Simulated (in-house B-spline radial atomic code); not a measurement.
A calculation on the chromium ion Cr⁷⁺ (an excited or competing configuration): its settings, and results tabulated from the run. Computed with an all-electron radial atomic-structure program (B-spline basis): non-relativistic B97-1, spin-polarised, spherical fractional occupations, point nucleus.

In the input, 3d5,1 would mean five up and one down electron.

Command:
```bash
python run_scf.py task.json out
```
Settings:
```
Z                24
configuration    1s2 2s2 2p6 3s1,0 3p3,2 4d1,0
hamiltonian      nr
method           b97_1
spin_polarised   True
```

Output (hartree, bohr):
```
 radial grid: 45 intervals, B-splines of order 8, outer radius 13.5065 bohr

 iter        energy (Eh)    residual
    1       -1017.826222    6.65e-01
    2       -1022.869022    1.91e-01
    3       -1023.182179    6.81e-02
    4       -1023.225979    2.40e-02
    5       -1023.232790    7.19e-03
    6       -1023.233238    2.49e-04
    7       -1023.233239    1.45e-05
    8       -1023.233239    1.32e-06
    9       -1023.233239    2.80e-08

 total energy                     -1023.23324
 kinetic                            1022.5156
 electron-nucleus                  -2332.6909
 Hartree                             330.2615
 exact exchange                       -8.8474
 exchange-correlation                -34.4720

 orbital      occ     eigenvalue          <r>       <r^2>       <1/r>       <r^4>     <1/r^3>       r_max
 1s up      1.000      -221.8272     0.064185  0.00552635     23.5218 7.81095e-05           -     0.04224
 1s down    1.000      -221.7723    0.0641832  0.00552591     23.5219 7.80939e-05           -     0.04225
 2s up      1.000       -30.7541     0.294733    0.102465     5.00043   0.0182737           -      0.2456
 2s down    1.000       -30.6904      0.29463    0.102335     4.99881   0.0181836           -      0.2458
 2p up      3.000       -27.0476     0.259793   0.0828664     4.93809   0.0139065      352.56      0.1986
 2p down    3.000       -26.9842     0.259696   0.0827475     4.93763   0.0138247     352.345      0.1987
 3s up      1.000        -8.1042     0.821829    0.768987     1.72284    0.892357           -      0.7455
 3p up      3.000        -6.9736     0.833609    0.801661     1.63961     1.01027     56.1384      0.7452
 3p down    2.000        -6.6991     0.842875    0.820403     1.62136     1.06164     54.8657      0.7487
 4d up      1.000        -2.3066      2.07037      4.8803    0.640939     34.5944     1.67869       1.995
```

Time taken, with all properties: 0.08 s on 1 thread of Arm Neoverse V2 (shared host).

Caution: exact exchange at fractional occupations of open shells leaves self-interaction of up to several eV.
